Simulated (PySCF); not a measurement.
C3H9GeN, SMILES [CH3][GeH]1[CH2]N[CH2]1.

Coordinates come from a PBE0-D3(BJ)/def2-SVP optimisation. This is a generated structure with no PubChem entry under its InChIKey; it may be hypothetical.

These are PBE/def2-TZVP (PySCF) values and carry that method's errors.

Gas-phase values at a fixed geometry.

```yaml
total_energy: -2250.96524 hartree
point_group: Cs
highest_occupied_level: -4.83 eV
lowest_empty_level: 0.04 eV
orbital_gap: 4.87 eV
dipole_moment: 1.39 D
quadrupole, principal values (traceless, Buckingham form, about the centre of nuclear charge): -4.08, 0.70, 3.39 D·Å
mean_static_polarisability: 76.1 bohr³ (11.27 Å³)
polarisability_principal_values: 68.5, 71.5, 88.2 bohr³
```
